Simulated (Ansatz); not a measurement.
# Strength of the C–C bond: C2H2Br2Cl2 → 2 CHBrCl

Species: C2H2Br2Cl2 (1,2-dibromo-1,2-dichloroethane) `ClC(Br)C(Cl)Br`, singlet; CHBrCl `Cl[CH]Br`, doublet. 

Shapes, held fixed at every level: PBE0-D4/def2-TZVP. Flexible molecules stand in one conformer, not always the lowest. Programs: Ansatz 0.2.0. The zero-point and thermal change to 298 K, harmonic and unscaled (PBE0-D4/def2-TZVP), is -16.5 kJ/mol.

```tsv
level	kind	ΔH(298 K) (kJ/mol)	less CCSD(T)/def2-TZVPP
HF/def2-SVP	Hartree–Fock	+215.0	-117.0
SPW92/def2-TZVPP	LDA	+364.0	+32.0
PBE-D4/def2-TZVPP	GGA	+307.6	-24.4
B3LYP-D4/def2-TZVPP	global hybrid	+302.0	-30.0
MP2/def2-SVP	perturbation theory	+364.6	+32.6
CCSD(T)/def2-SVP	coupled cluster or CI	+333.0	+1.0
CCSD/def2-TZVPP	coupled cluster or CI	+318.3	-13.7
CCSD(T)/def2-TZVPP	coupled cluster or CI	+332.0	0.0
```

The highest level, CCSD(T)/def2-TZVPP, gives ΔH(298 K) = +332.0 kJ/mol; the levels span +215.0 to +364.6. The column of differences is taken from that level and isn't an error. Hartree–Fock misses the correlation of the pair that is broken and comes out low. No measured value is set beside it here. Open shells run unrestricted unless RO is named. Relativity is left out for Br unless named. Correlated rows may include outer-core shells of Br, which these sets cover unevenly.
